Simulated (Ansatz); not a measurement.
`NC#C[TeH]` + H₂ → `C#C[TeH]` + NH₃ at 500 K and 1 bar (hydrogenolysis of a C–N bond).

Program: Ansatz. Geometries: PBE0-D4/def2-TZVP. ΔE: electronic, gas phase. CCSD(T)/CBS is the MP2 limit (def2-TZVPP, def2-QZVPP) plus CCSD(T) − MP2 in def2-TZVPP, frozen cores. This one scheme is used for every species. def2 core potentials past Kr. For Te outer-core shells are correlated without core-valence functions, which leaves a few kJ/mol of doubt a bond. One conformer a species, not always the lowest.

| species | CCSD(T)/CBS energy (Eh) | H − E (kJ/mol) | S (J/(mol·K)) |
| --- | --- | --- | --- |
| `NC#C[TeH]` | -400.25023 | 148.6 | 372.9 |
| H₂ | -1.17544 | 41.0 | 145.5 |
| `C#C[TeH]` | -344.94570 | 93.0 | 323.8 |
| NH₃ | -56.50880 | 108.2 | 211.8 |

H − E and S are ideal-gas, rigid-rotor, harmonic terms from PBE0-D4/def2-TZVP, for one conformer and one mirror image of each species. The MP2-based limit puts H₂ 0.8 mEh under its directly extrapolated value; such offsets cancel only in part. 1 Eh = 2625.50 kJ/mol, R = 8.31446 J/(mol·K).

**Question.** By hand: ΔE, ΔH, ΔS and ΔG.

**Answer.** ΔE = (-344.94570) + (-56.50880) − (-400.25023) − (-1.17544) = -0.02883 Eh = -75.7 kJ/mol. Δ(H − E) = 93.0 + 108.2 − 148.6 − 41.0 = 11.6, so ΔH = -64.1 kJ/mol. ΔS = 323.8 + 211.8 − 372.9 − 145.5 = 17.2 J/(mol·K). ΔG = -64.1 − 500 × (17.2)/1000 = -72.7 kJ/mol.

**Question.** By hand: the equilibrium constant, and the temperature at which ΔG would vanish if ΔH and ΔS stayed fixed.

**Answer.** log₁₀ K = −ΔG/(RT ln 10) = 7.6. ΔH and −TΔS have one sign here, so there is no such temperature.

ΔH outweighs TΔS. A doubt of 5 kJ/mol in ΔE shifts log₁₀ K by 0.5 here. Other conformers and mirror images would add mixing entropy, several J/(mol·K) or more a flexible species. These are equilibria of isolated gas molecules and say nothing of rates. Largest T1 diagnostic: 0.013 (customary marks: 0.02 for closed shells, 0.045 for open ones).
